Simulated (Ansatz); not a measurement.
## Cost against result

Saddle point of CH5GaO, closed shell (CH₅GaO ([CH3][GaH][OH]) → GaHO ([O][GaH]) + CH₄; bonds formed: C2–H4; bonds broken: Ga1–C2, O3–H4), PBE0-D4/def2-TZVP structure:

Ga1  (-1.122, -0.209, -0.823)
C2  (0.668, 0.290, 0.496)
O3  (-0.641, -1.821, -0.531)
H4  (0.208, -0.916, 0.118)
H5  (-1.863, 1.042, -1.317)
H6  (0.120, 0.892, 1.227)
H7  (1.171, 0.945, -0.221)
H8  (1.460, -0.223, 1.052)
(Å)

Barriers are electronic and count from the start structure reached by relaxing down the imaginary mode.

Computed with Ansatz 0.2.0 (basis: as named in each row); correlated methods freeze the cores. Filled d shells of the heavier atoms are correlated. The def2 sets are not built for correlating such inner shells, so the correlated values are less sure here. B3LYP uses VWN-RPA correlation. Extrapolation: Hartree–Fock as exp(−7.88 √X), correlation as X^−2.97.

Times are rough, for one single point on 2 threads of a shared host (Arm Neoverse V1).

The estimate by CCSD(T) at an estimated basis limit (MP2 extrapolated from triple and quadruple zeta, plus CCSD(T) − MP2 in triple zeta) is 3.056 eV.

```json
{"method": "HF", "basis": "STO-3G", "time (s)": "under 1", "barrier (eV)": "4.879", "method less estimate": "1.824"}
{"method": "SPW92", "basis": "def2-SVP", "time (s)": "under 1", "barrier (eV)": "2.447", "method less estimate": "-0.609"}
{"method": "PBE-D4", "basis": "STO-3G", "time (s)": "under 1", "barrier (eV)": "2.236", "method less estimate": "-0.820"}
{"method": "PBE-D4", "basis": "def2-SVP", "time (s)": "1", "barrier (eV)": "2.560", "method less estimate": "-0.495"}
{"method": "B3LYP-D4", "basis": "6-31G", "time (s)": "1", "barrier (eV)": "3.038", "method less estimate": "-0.017"}
{"method": "SPW92", "basis": "def2-TZVPP", "time (s)": "1", "barrier (eV)": "2.499", "method less estimate": "-0.557"}
{"method": "PBE0-D4", "basis": "def2-SVP", "time (s)": "1", "barrier (eV)": "2.944", "method less estimate": "-0.112"}
{"method": "PBE-D4", "basis": "def2-TZVPP", "time (s)": "2", "barrier (eV)": "2.606", "method less estimate": "-0.450"}
{"method": "BLYP-D4", "basis": "def2-TZVPP", "time (s)": "2", "barrier (eV)": "2.686", "method less estimate": "-0.370"}
{"method": "BHLYP-D4", "basis": "def2-TZVPP", "time (s)": "3", "barrier (eV)": "3.342", "method less estimate": "0.287"}
{"method": "PBE0-D4", "basis": "def2-TZVPP", "time (s)": "3", "barrier (eV)": "2.949", "method less estimate": "-0.107"}
{"method": "B3LYP-D4", "basis": "def2-TZVPP", "time (s)": "3", "barrier (eV)": "2.962", "method less estimate": "-0.094"}
{"method": "CAM-B3LYP-D4", "basis": "def2-TZVPP", "time (s)": "3", "barrier (eV)": "3.090", "method less estimate": "0.035"}
{"method": "CCSD(T)", "basis": "def2-SVP", "time (s)": "4", "barrier (eV)": "3.116", "method less estimate": "0.060"}
{"method": "r2SCAN-D4", "basis": "def2-TZVPP", "time (s)": "4", "barrier (eV)": "2.815", "method less estimate": "-0.241"}
{"method": "r2SCAN0-D4", "basis": "def2-TZVPP", "time (s)": "5", "barrier (eV)": "3.072", "method less estimate": "0.016"}
{"method": "RPA on PBE", "basis": "def2-TZVPP", "time (s)": "5", "barrier (eV)": "2.941", "method less estimate": "-0.115"}
{"method": "B2PLYP", "basis": "def2-TZVPP", "time (s)": "6", "barrier (eV)": "2.945", "method less estimate": "-0.110"}
{"method": "PBE-QIDH", "basis": "def2-TZVPP", "time (s)": "6", "barrier (eV)": "3.069", "method less estimate": "0.013"}
{"method": "wB97M-V", "basis": "def2-SVP", "time (s)": "6", "barrier (eV)": "3.073", "method less estimate": "0.018"}
{"method": "wB97X-V", "basis": "def2-TZVPP", "time (s)": "8", "barrier (eV)": "3.115", "method less estimate": "0.059"}
{"method": "wB97M-V", "basis": "def2-TZVPP", "time (s)": "10", "barrier (eV)": "3.077", "method less estimate": "0.021"}
{"method": "B97M-V", "basis": "def2-TZVPP", "time (s)": "10", "barrier (eV)": "2.948", "method less estimate": "-0.108"}
{"method": "MP2", "basis": "def2-QZVPP", "time (s)": "20", "barrier (eV)": "2.917", "method less estimate": "-0.138"}
{"method": "CCSD(T)", "basis": "def2-TZVPP", "time (s)": "65", "barrier (eV)": "3.038", "method less estimate": "-0.018"}
```

All methods are single points on the PBE0-D4 structures.

No T1 diagnostic of these runs exceeds 0.026. The T1 diagnostic is large here, which may signal multireference character or strong orbital relaxation, so CCSD(T) is less sure.

Labels in which every atom is bracketed show which atoms are joined, not bond orders.
